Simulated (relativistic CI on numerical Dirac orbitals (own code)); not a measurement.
**Hg44+: q coefficients and field-shift factors**

Calculated at this level of theory: Dirac-Coulomb-Breit CI, orbitals from a KLI potential per configuration, derivatives by finite differences, unscaled Slater integrals, QED left out (own radial code, finite nucleus).

Configurations in the expansion (outside the closed core [Ar] 3d10): 4s2 4p6, 4s2 4p5 4d, 4s 4p6 4d, 4s2 4p5 4f, 4s 4p6 4f, 4p6 4d2, 4p5 4d3, 4p5 4d2 4f. Double excitations out of closed p, d and f shells are left out; levels of such configurations are missing from the list, as are those of other unlisted configurations, and high levels can miss mixing partners.

With x = (α/α₀)² − 1 an excitation energy changes as ω = ω₀ + qx; K = 2q/ω₀ is the relative enhancement. Terms are leading LS components, so labels can repeat. The field-shift factor is F = δν/δ⟨r²⟩ for the transition from the lowest level.

Lowest level 4s2 4p6 1S_0.

```
           Level  ω₀ (cm⁻¹)   q (cm⁻¹)  F (GHz/fm²)
4s2 4p5 4d 3P°_0    1372245      68470         16.7
4s2 4p5 4d 3P°_1    1417866      82030         17.3
4s2 4p5 4d 3F°_3    1441579      70410         15.1
4s2 4p5 4d 3D°_2    1455085      71450         16.6
4s2 4p5 4d 3F°_4    1644853     312300         22.9
4s2 4p5 4d 1D°_2    1668392     313800         25.2
4s2 4p5 4d 3D°_3    1718323     312100         26.3
4s2 4p5 4d 1P°_1    1871489     350600         14.5
4s2 4p5 4d 3F°_2    2554273  1.493e+06         -288
4s2 4p5 4d 1P°_1    2749569  1.458e+06         -272
4s2 4p5 4d 3P°_2    2798526  1.737e+06         -275
4s2 4p5 4d 3F°_3    2821452  1.738e+06         -278
 4s2 4p5 4f 3D_1    3312509     519900         -546
 4s2 4p5 4f 3D_2    3368541     494900         -406
 4s2 4p5 4f 3G_4    3413730     317200         57.1
 4s2 4p5 4f 3F_3    3437306     359200        -17.8
 4s2 4p5 4f 3G_5    3455586     376100           60
 4s2 4p5 4f 1F_3    3471325     418600        -64.5
 4s2 4p5 4f 3F_4    3518379     378200         60.4
 4s2 4p5 4f 1D_2    3533651     395800        -27.2
  4s 4p6 4d 3D_1    3686165  1.482e+06        -3360
  4s 4p6 4d 3D_2    3696295  1.529e+06        -3470
  4s 4p6 4d 3D_3    3877272  1.846e+06        -3690
```

At this charge energies of transitions that change n are usually good to better than 1 %, and those within a shell (Δn = 0) to a few per cent.

Question: Which transition from the lowest level has the largest |K|?

Answer: 4s2 4p5 4d 3P°_2 at 2798526 cm⁻¹, K = 1.24.
